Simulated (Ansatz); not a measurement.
Cd7Te7H20. The state is a triplet with charge 0. Geometry r2SCAN-D4/def2-SVP, that of the neutral singlet; atoms count from 1.

```csv
atom,x (Å),y (Å),z (Å)
Cd1,1.010,-3.383,2.570
Cd2,-2.670,1.530,-2.762
Cd3,2.077,-2.570,-1.560
Cd4,-1.925,-2.208,2.780
Cd5,-0.447,0.833,3.805
Cd6,2.067,2.185,0.921
Cd7,3.997,-0.898,0.239
Te8,-3.288,0.368,-0.090
Te9,-0.491,-2.183,-0.006
Te10,2.111,-0.446,2.519
Te11,-0.876,-0.605,-3.814
Te12,-0.615,3.574,-2.114
Te13,1.879,0.613,-1.621
Te14,-0.749,2.663,1.409
H15,2.215,-4.436,2.063
H16,-0.364,-2.945,3.639
H17,-3.986,2.010,-3.729
H18,1.779,-3.273,-3.064
H19,-3.435,-2.956,2.619
H20,-1.499,-0.412,3.016
H21,-0.015,1.579,5.255
H22,3.359,3.258,1.149
H23,3.286,-2.546,-0.192
H24,5.462,-0.069,0.278
H25,-4.217,-0.819,-0.818
H26,-4.632,1.379,-0.060
H27,-1.102,-3.657,-0.488
H28,3.243,-0.141,3.701
H29,-2.108,-1.024,-4.885
H30,-0.281,0.444,-4.971
H31,-0.678,4.037,-3.741
H32,-1.826,4.691,-1.807
H33,3.189,1.285,-2.405
H34,-0.472,4.123,2.164
```

In the def2 sets Cd, Te take a core potential; there is no spin–orbit coupling. Single mean-field runs in def2-TZVP are fitted with def2-universal-jkfit. At PBE0-D4/def2-TZVP a singlet of charge 0 lies 3.93 eV below the triplet at the same geometry.

**Question.** Estimate the Mulliken populations of the heavy atoms from the PBE0/def2-TZVP orbitals of Ansatz.

**Answer.** 
```json
{"atom": "Cd1", "charge (e)": "0.39", "spin (α − β)": "0.00", "d electrons": "9.96"}
{"atom": "Cd2", "charge (e)": "0.37", "spin (α − β)": "0.00", "d electrons": "9.98"}
{"atom": "Cd3", "charge (e)": "0.40", "spin (α − β)": "0.01", "d electrons": "9.97"}
{"atom": "Cd4", "charge (e)": "0.36", "spin (α − β)": "0.01", "d electrons": "9.97"}
{"atom": "Cd5", "charge (e)": "0.39", "spin (α − β)": "0.04", "d electrons": "9.96"}
{"atom": "Cd6", "charge (e)": "0.38", "spin (α − β)": "0.05", "d electrons": "9.98"}
{"atom": "Cd7", "charge (e)": "0.39", "spin (α − β)": "0.01", "d electrons": "9.97"}
{"atom": "Te8", "charge (e)": "-0.08", "spin (α − β)": "0.04", "d electrons": "–"}
{"atom": "Te9", "charge (e)": "-0.63", "spin (α − β)": "0.04", "d electrons": "–"}
{"atom": "Te10", "charge (e)": "-0.49", "spin (α − β)": "0.12", "d electrons": "–"}
{"atom": "Te11", "charge (e)": "-0.03", "spin (α − β)": "0.01", "d electrons": "–"}
{"atom": "Te12", "charge (e)": "-0.11", "spin (α − β)": "0.08", "d electrons": "–"}
{"atom": "Te13", "charge (e)": "-0.53", "spin (α − β)": "0.06", "d electrons": "–"}
{"atom": "Te14", "charge (e)": "-0.27", "spin (α − β)": "0.88", "d electrons": "–"}
```
Mulliken values depend strongly on the basis.

**Question.** Where does the spin sit?

**Answer.** Summed by element: Cd 0.11, Te 1.24, H 0.66, of 2 unpaired in all. Largest on single atoms: Te14 0.88, H34 0.18, Te10 0.12.

**Question.** And the Mayer bond orders between heavy atoms (over 0.3)?

**Answer.** Cd2–Te8 0.45 (2.98 Å); Cd2–Te11 0.43 (2.98 Å); Cd2–Te12 0.44 (2.97 Å); Cd3–Te9 0.36 (3.03 Å); Cd6–Te10 0.30 (3.08 Å); Cd6–Te13 0.41 (2.99 Å); Cd6–Te14 0.49 (2.90 Å); Cd7–Te10 0.33 (2.99 Å).
